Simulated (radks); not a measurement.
The numbers below are computed, except where a source is named.
Valence configurations of Tb I (all share [Xe]). Level of theory: Dirac Kohn-Sham, PBE, spin-unpolarised, spherical densities, finite nucleus; open shells fill j = l - 1/2 first; Fermi nuclear charge, rms radius 5.06 fm (a radial shooting solver on a logarithmic mesh with Libxc functionals). Energies are relative to 4f9 6s2; eigenvalues in eV.

valence          E (eV)  e(4f5/2)  e(4f7/2)  e(5d3/2)  e(6p1/2)  e(6s1/2)
4f9 6s2           0.000    -3.329    -2.548         -         -    -3.703
4f9 6s1.5 6p0.5   1.207    -3.955    -3.174         -    -1.611    -4.058
4f8 5d1 6s2       3.384    -9.159    -8.317    -2.532         -    -4.164
4f9 6s0.5 6p1.5   3.714    -5.122    -4.340         -    -2.113    -4.677
4f8 6s2 6p1       5.002   -12.294   -11.450         -    -2.340    -5.406
4f9 6p2           5.010    -5.673    -4.890         -    -2.333         -
4f7.5 5d1.5 6s2   6.927   -12.356   -11.485    -3.064         -    -4.318

NIST lists [Xe] 4f9 6s2 as the ground configuration; this level of theory agrees among the configurations tried. The energies are those of spherical spin-averaged densities, not of single terms. No valid solution was reached for [Xe] 4f10 6s1; [Xe] 4f11; [Xe] 4f10 6p1.
